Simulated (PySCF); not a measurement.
MMg cations for M along the alkali metals

CCSD(T) with double-zeta basis sets in PySCF, for the lowest determinant that a PBE0 search found; no spin–orbit coupling. De refers to high-spin ground-configuration atoms (the charge goes to the atom of lower measured ionisation energy or higher electron affinity, which is not always the lowest computed limit).

```tsv
M	basis	reference, frozen orbitals	charged atom	state (unpaired electrons)	Re (Å)	ωe (cm⁻¹)	De (eV)
Li	cc-pVDZ	RHF, 1	Li+	singlet (closed shell)	2.939	266	0.80
Na	cc-pVDZ	RHF, 2	Na+	singlet (closed shell)	3.295	147	0.51
K	def2-SVP	RHF, 6	K+	singlet (closed shell)	3.906	89.9	0.29
Rb	def2-SVP	RHF, 1	Rb+	singlet (closed shell)	4.041	80.5	0.26
Cs	def2-SVPD	RHF, 1	Cs+	singlet (closed shell)	4.313	68.2	0.22
```

The shortest bond is that of LiMg⁺ (2.939 Å), the longest that of CsMg⁺ (4.313 Å).

The rows differ in basis set, which adds steps of its own.

Down a group the atoms grow and get heavier, so bonds lengthen and wavenumbers fall; this series shows no clear exception.

Correlated steps freeze the inner cores (1 to 6 orbitals); shallow outer-core shells are correlated. Weak bonds: CsMg⁺, KMg⁺, RbMg⁺. Basis-set superposition, not corrected here, can be much of De in a small basis, most of all at correlated wavefunction levels. Spin–orbit coupling is left out. For an ion De counts to the pair picked by the measured ionisation energies or electron affinities, which need not be the lowest pair at this level.
